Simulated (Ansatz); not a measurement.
Species: arsine, AsH$_{3}$, net charge 0, singlet state. 
Structure (B3LYP-D3(BJ)/def2-TZVP (Ansatz, a first-principles code) minimum search):
SMILES: [AsH3]
```xyz
4

As     0.0003     0.0002     0.0708
H     -0.7759    -1.0063    -0.7723
H     -0.4876     1.1692    -0.7786
H      1.2523    -0.1682    -0.7839
```
Charge 0, spin multiplicity 1.

**Question.** Give the harmonic wavenumbers at B3LYP-D3(BJ)/def2-TZVP (Ansatz, finite differences of forces, unscaled).

**Answer.** 934, 1018, 1018, 2179, 2190, 2190 cm⁻¹. Zero-point energy 13.6 kcal/mol.

**Question.** From these and the geometry, give the ideal-gas thermochemistry at 298.15 K and 1 atm (rigid rotor, harmonic oscillator).

**Answer.** Point group C3v, rotational symmetry number 3. Rotational constants 111.7, 111.7, 104.1 GHz. S(trans) 38.98, S(rot) 13.98, S(vib) 0.30, S(elec, spin only) 0.00, S 53.3 cal/(mol K). H(298) - H(0) 2.44 kcal/mol; G - E(el) 0.2 kcal/mol.
